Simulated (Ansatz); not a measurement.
`[F][Mo]([F])([F])([F])([Cl])[Cl]` at its PBE0-D4/def2-TZVP geometry, where that method's forces vanish. Total charge 0; spin multiplicity 1. Mo: def2 effective core potential.

```csv
atom,x (Å),y (Å),z (Å)
F1,1.028,-1.327,-0.815
Mo2,0.043,-0.014,0.000
F3,0.461,1.103,-1.380
F4,1.597,0.494,0.831
F5,-0.274,-1.163,1.381
Cl6,-1.797,-0.729,-1.077
Cl7,-1.059,1.635,1.060
```

**Question.** For each bond, give half the difference of the two atoms' forces along it (eV/Å; positive pushes the atoms apart) under PBE-D4, r2SCAN-D4, B3LYP-D4, ωB97M-V in def2-TZVPP. (An estimate is asked.)

**Answer.** Computed: 
| bond | length (Å) | PBE-D4 | r2SCAN-D4 | B3LYP-D4 | ωB97M-V |
| --- | --- | --- | --- | --- | --- |
| F1–Mo2 | 1.833 | 0.59 | 0.19 | 0.27 | -0.15 |
| Mo2–F3 | 1.824 | 0.45 | 0.18 | 0.23 | -0.10 |
| Mo2–F4 | 1.833 | 0.59 | 0.19 | 0.27 | -0.15 |
| Mo2–F5 | 1.824 | 0.45 | 0.18 | 0.23 | -0.10 |
| Mo2–Cl6 | 2.249 | 0.15 | 0.14 | 0.18 | 0.04 |
| Mo2–Cl7 | 2.249 | 0.15 | 0.14 | 0.18 | 0.04 |

B3LYP here is the variant with VWN-RPA as its local correlation; programs differ in this.
